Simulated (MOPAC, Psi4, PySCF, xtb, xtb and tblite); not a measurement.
Two geometries of SMILES c1c[se]c([SiH2]c2nccs2)c1 (C7H7NSSeSi), relaxed at GFN2-xTB with one dihedral held; other torsions can differ between them too.

Structure A

```
18

C     -3.4104     0.1254     0.5087
C     -2.7224     0.6211     1.5692
Se    -0.8937     0.6793     1.2694
C     -1.2543    -0.0406    -0.4255
Si     0.0884    -0.3642    -1.6831
C      1.6686    -0.1682    -0.6786
N      1.6829     0.4325     0.4637
C      2.8988     0.4382     1.0483
C      3.8721    -0.1881     0.3361
S      3.2257    -0.8114    -1.1293
C     -2.5970    -0.2316    -0.5890
H     -4.4821     0.0112     0.4970
H     -3.1530     0.9474     2.4993
H      0.0501    -1.7305    -2.2173
H      0.1146     0.6154    -2.7773
H      3.0228     0.9159     2.0032
H      4.9064    -0.3216     0.5794
H     -3.0054    -0.6355    -1.5016
```

Structure B

```
18

C     -2.5345     0.3257     1.5494
C     -3.5976     0.0008     0.7696
Se    -3.0943    -0.3905    -0.9704
C     -1.3266    -0.0508    -0.4371
Si     0.0963    -0.1848    -1.6564
C      1.6893     0.0132    -0.6814
N      2.5629     0.9288    -0.9116
C      3.6346     0.8524    -0.0957
C      3.6000    -0.1644     0.8068
S      2.1536    -1.0695     0.6248
C     -1.2893     0.2977     0.8818
H     -2.6284     0.5835     2.5912
H     -4.6288    -0.0411     1.0733
H      0.0869    -1.5218    -2.2671
H      0.0526     0.8776    -2.6607
H      4.4266     1.5721    -0.1997
H      4.3224    -0.4294     1.5517
H     -0.3656     0.5352     1.3836
```

**Question.** Which is lower in energy at the level PBE0-D3(BJ)/def2-SVP // GFN2-xTB in Psi4, and by how much?

**Answer.** B is lower, by 1.62 kJ/mol (dihedral C4–Si5–C6–S10: 160° in A, 60° in B).

E(B) − E(A) in kJ/mol at the other levels, on the same two geometries: GFN2-xTB (xtb and tblite) 18.57; PBE0/def2-SVP // GFN2-xTB (Psi4) -3.15; PBE/def2-SVP // GFN2-xTB (Psi4) -2.14; PBE-D3(BJ)/def2-SVP // GFN2-xTB (Psi4) -0.57; PM3, restricted, heats of formation // GFN2-xTB (MOPAC) 22.24; AM1, restricted, heats of formation // GFN2-xTB (MOPAC) 1.41; GFN1-xTB // GFN2-xTB (xtb) 5.75; restricted B3LYP/6-31G*, spherical d, density fitting // GFN2-xTB (PySCF) -9.52.
